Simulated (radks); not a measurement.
Results of a calculation; reference values are marked as such.
The silver ion Ag3+, configuration [Ar] 3d10 4s2 4p4 4d10 (not the ground configuration). Level of theory: Dirac Kohn-Sham, AM05, spin-unpolarised, spherical densities, point nucleus; open shells fill j = l - 1/2 first (a radial shooting solver on a logarithmic mesh with Libxc functionals).

Radial electron density D(r) = 4 pi r^2 rho(r):

| r (bohr) | D(r) (e/bohr) |
|---|---|
| 0.001628 | 2.948 |
| 0.001881 | 3.774 |
| 0.002172 | 4.812 |
| 0.002508 | 6.111 |
| 0.002897 | 7.721 |
| 0.003319 | 9.581 |
| 0.003833 | 11.97 |
| 0.004426 | 14.83 |
| 0.005112 | 18.23 |
| 0.005904 | 22.18 |
| 0.006818 | 26.68 |
| 0.007812 | 31.40 |
| 0.009021 | 36.76 |
| 0.01042 | 42.30 |
| 0.01203 | 47.75 |
| 0.0139 | 52.73 |
| 0.01592 | 56.61 |
| 0.01839 | 59.47 |
| 0.02123 | 60.71 |
| 0.02452 | 60.24 |
| 0.02832 | 58.30 |
| 0.03245 | 55.70 |
| 0.03747 | 53.12 |
| 0.04328 | 51.93 |
| 0.04998 | 53.17 |
| 0.05772 | 57.26 |
| 0.06613 | 63.19 |
| 0.07637 | 69.97 |
| 0.0882 | 74.84 |
| 0.1019 | 75.54 |
| 0.1176 | 71.29 |
| 0.1359 | 63.51 |
| 0.1557 | 56.00 |
| 0.1798 | 51.46 |
| 0.2076 | 52.23 |
| 0.2398 | 56.71 |
| 0.2769 | 60.44 |
| 0.3172 | 59.14 |
| 0.3664 | 51.06 |
| 0.4231 | 38.47 |
| 0.4886 | 26.28 |
| 0.5643 | 18.61 |
| 0.6465 | 16.35 |
| 0.7467 | 17.13 |
| 0.8623 | 18.02 |
| 0.9959 | 17.04 |
| 1.15 | 14.09 |
| 1.318 | 10.44 |
| 1.522 | 6.756 |
| 1.757 | 3.888 |
| 2.03 | 1.981 |
| 2.344 | 0.8806 |
| 2.707 | 0.3338 |
| 3.101 | 0.1123 |
| 3.582 | 0.02854 |
| 4.137 | 0.005578 |
| 4.777 | 0.0008017 |

D(r) has 4 maxima, at r = 0.0219, 0.0971, 0.288, 0.869 bohr, and minima at 0.0436, 0.189, 0.657 bohr, inside which lie 2.05, 11.20, 29.14 electrons.
